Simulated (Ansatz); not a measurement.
C3H10OSi, triplet, at the geometry of the source list (a higher spin typed on purpose: for a closed-shell molecule this is an excited state); CCSD(T)/STO-3G (Ansatz, a quantum-chemistry and plane-wave program).

Input for Ansatz:
Ansatz 0.2 input:
```yaml
crystal:
  periodic: [false, false, false]
  atoms:
    - {symbol: C, position_ang: [-0.23580000, 1.25290000, -1.28770000]}
    - {symbol: Si, position_ang: [-0.18250000, 0.08340000, 0.21900000]}
    - {symbol: C, position_ang: [-0.98280000, -1.59290000, -0.17040000]}
    - {symbol: C, position_ang: [1.62750000, -0.11880000, 0.78770000]}
    - {symbol: O, position_ang: [-1.11030000, 0.66710000, 1.43770000]}
    - {symbol: H, position_ang: [0.32050000, 0.85160000, -2.12790000]}
    - {symbol: H, position_ang: [0.18720000, 2.22650000, -1.05430000]}
    - {symbol: H, position_ang: [-1.25790000, 1.41260000, -1.61910000]}
    - {symbol: H, position_ang: [-0.96910000, -2.24040000, 0.70020000]}
    - {symbol: H, position_ang: [-0.46470000, -2.10530000, -0.97420000]}
    - {symbol: H, position_ang: [-2.01860000, -1.46790000, -0.46870000]}
    - {symbol: H, position_ang: [2.24430000, -0.56460000, 0.01480000]}
    - {symbol: H, position_ang: [2.07490000, 0.83700000, 1.04810000]}
    - {symbol: H, position_ang: [1.69000000, -0.75740000, 1.66420000]}
    - {symbol: H, position_ang: [-0.92270000, 1.51630000, 1.83060000]}
basis:
  gaussian:
    orbitals: STO-3G
magnetization: {spin_polarized: true, initial_magnetization: 2}
correlation: {method: ccsd_t, electrons: outside_noble_gas}
accuracy: high
```

The log (banner, timings and long lists left out):

```
Functional definition: HF
903 factors; integrals over basis functions are off by at most 2.3e-9 eV
mean field evaluation 1: about -12979.4476 eV, gradient 1.7e1 eV
mean field evaluation 2: about -12979.7169 eV, gradient 1.7e1 eV
mean field evaluation 4: about -12983.4227 eV, gradient 5.0e0 eV
mean field evaluation 8: about -12985.6899 eV, gradient 1.3e0 eV
mean field evaluation 16: about -12985.7433 eV, gradient 1.1e-8 eV
mean field evaluation 32: about -12985.7423 eV, gradient 2.1e-1 eV
mean field evaluation 64: about -12982.6881 eV, gradient 5.2e-1 eV
mean field evaluation 96: about -12982.7110 eV, gradient 1.2e0 eV
mean field -12985.74330557 eV, -477.2172644267 hartree, gradient 1.4e-8 eV, S^2 2.003219; 5 other end points of the search recorded, 0 dependent functions left out
determinant -12985.74330557 eV, -477.2172644267 hartree, with singles and doubles -12993.44893413 eV, -477.5004410533 hartree
determinant -12982.91943533 eV, -477.1134891094 hartree, with singles and doubles -12990.76613256 eV, -477.4018499139 hartree
9 core orbitals not correlated
reference -12985.74330557 eV, -477.2172644267 hartree; 17, 15 occupied and 13, 15 virtual orbitals, 903 factors
second order -5.71141152 eV of doubles, -0.00000000 eV of singles
cycle   1  -7.70522591 eV  change    4.0e-4 eV  update   2.3e-3
cycle   2  -7.70502828 eV  change    2.0e-4 eV  update   1.9e-3
cycle   3  -7.70527650 eV  change   -2.5e-4 eV  update   1.1e-3
cycle   4  -7.70621115 eV  change   -9.3e-4 eV  update   6.1e-4
cycle   5  -7.70696843 eV  change   -7.6e-4 eV  update   1.4e-4
cycle   6  -7.70729964 eV  change   -3.3e-4 eV  update   5.9e-5
cycle   7  -7.70731541 eV  change   -1.6e-5 eV  update   2.8e-5
cycle   8  -7.70723486 eV  change    8.1e-5 eV  update   1.2e-5
cycle   9  -7.70722039 eV  change    1.4e-5 eV  update   5.3e-6
cycle  10  -7.70722545 eV  change   -5.1e-6 eV  update   2.7e-6
cycle  11  -7.70723017 eV  change   -4.7e-6 eV  update   1.1e-6
cycle  12  -7.70722966 eV  change    5.1e-7 eV  update   4.0e-7
cycle  13  -7.70722885 eV  change    8.1e-7 eV  update   1.9e-7
cycle  14  -7.70722871 eV  change    1.4e-7 eV  update   9.3e-8
cycle  15  -7.70722869 eV  change    2.3e-8 eV  update   7.0e-8
cycle  16  -7.70722871 eV  change   -1.8e-8 eV  update   5.7e-8
cycle  17  -7.70722872 eV  change   -1.1e-8 eV  update   4.9e-8
cycle  18  -7.70722871 eV  change    1.5e-8 eV  update   4.3e-8
cycle  19  -7.70722871 eV  change   -2.7e-9 eV  update   3.7e-8
cycle  20  -7.70722870 eV  change    8.6e-9 eV  update   3.3e-8
cycle  21  -7.70722776 eV  change    9.4e-7 eV  update   1.3e-7
cycle  22  -7.70722751 eV  change    2.5e-7 eV  update   5.4e-8
cycle  23  -7.70722745 eV  change    5.9e-8 eV  update   3.6e-8
cycle  24  -7.70722744 eV  change    4.3e-9 eV  update   2.8e-8
cycle  25  -7.70722748 eV  change   -3.4e-8 eV  update   2.1e-8
cycle  26  -7.70722750 eV  change   -1.9e-8 eV  update   1.1e-8
cycle  27  -7.70722750 eV  change   -6.1e-9 eV  update   6.2e-9
cycle  28  -7.70722750 eV  change    2.3e-9 eV  update   3.1e-9
cycle  29  -7.70722750 eV  change    2.6e-9 eV  update   1.8e-9
perturbative correction -0.06513877 eV, -0.0023938055 hartree
Total energy: -12993.51567183 eV, -477.5028936186 hartree
```
